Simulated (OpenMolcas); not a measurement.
# Cr2+: ligand-field states by method

Cr2+ with 3 ligands (fluoride) in trigonal planar coordination (D3h) at 1.92 Å. A charge of +0.333 e stands 3.2 Å behind each ligand. Ligand basis ANO-RCC-VDZP.
```
Cr    0.0000    0.0000    0.0000
F     1.9200    0.0000    0.0000
F    -0.9600    1.6628    0.0000
F    -0.9600   -1.6628    0.0000
```

```yaml
Program: OpenMolcas 26.06
Basis: ANO-RCC-VTZP [6s5p3d2f1g]
Scalar_Hamiltonian: DKH2, point nucleus
Active_space: 4 electrons in 5 orbitals (3d)
State_averaging: 2S+1 = 5 even, 5 roots; 2S+1 = 3 even, 45 roots; 2S+1 = 1 even, 50 roots
Spin-orbit_coupling: state interaction with AMFI integrals over the reference wave functions
```

I. CASSCF
II. SS-CASPT2, IPEA 0.25 Eh, imaginary shift 0.1 Eh (closed shells correlated: 3s 3p and the ligand valence shells)

Spin-free states (labels of D3, the rotations of D3h) in cm-1, each column counted from its own energy of the first state listed:

```
State  Degeneracy      I     II
   5E           2      0      0
   5E           2   9232   9720
  5A1           1  10888  12550
  3A2           1  19990  14100
  3A1           1  20057  14110
   3E           2  20244  15970
   3E           2  20429  15920
  3A2           1  20435  14530
   3E           2  21378  16540
   3E           2  23026  16670
  3A2           1  24237  17200
   3E           2  24466  19000
  3A2           1  25164  20260
  3A1           1  25459  20570
  3A1           1  26709  20260
   3E           2  26797  22240
  1A1           1  27587  21800
   1E           2  27941  21950
   3E           2  28038  24490
   1E           2  29280  22570
```

From I to II, I's first state of the same spin (5E) moves from 9232 to 9720 cm-1, by about +490 cm-1.

From I to II, I's first state of another spin (3A2) moves from 19990 to 14100 cm-1, by about -5900 cm-1.

χT at 300 K: I 2.46, II 2.45 cm3 K/mol.

Roots that are degenerate in the reference are averaged as groups; the widest CASPT2 spread within a group is 300 cm-1 (the 2-fold group of multiplicity 5 near 0 cm-1 above the lowest state of its run, II). Shifts and gaps below about the spread of the groups concerned are not significant. An orbital doublet at a regular site is open to a Jahn-Teller distortion, which this geometry leaves out. Ligand-to-metal charge-transfer states are missing. With no ligand orbital active B as a rule stays too high, so bands that hang on it stand too high and its fall with covalency is understated. Without dynamic correlation the repulsion within the d shell is too large (B by tens of per cent), so at a given field states of lower spin stand too high (holds for I). With metal d orbitals alone and no dynamic correlation the field as a rule comes out too small, by tens of per cent, by up to half for chloride and softer ligands (holds for I). No measured value stands beside these numbers; the geometry is a model, was not optimised and need not be the one that this ion takes.
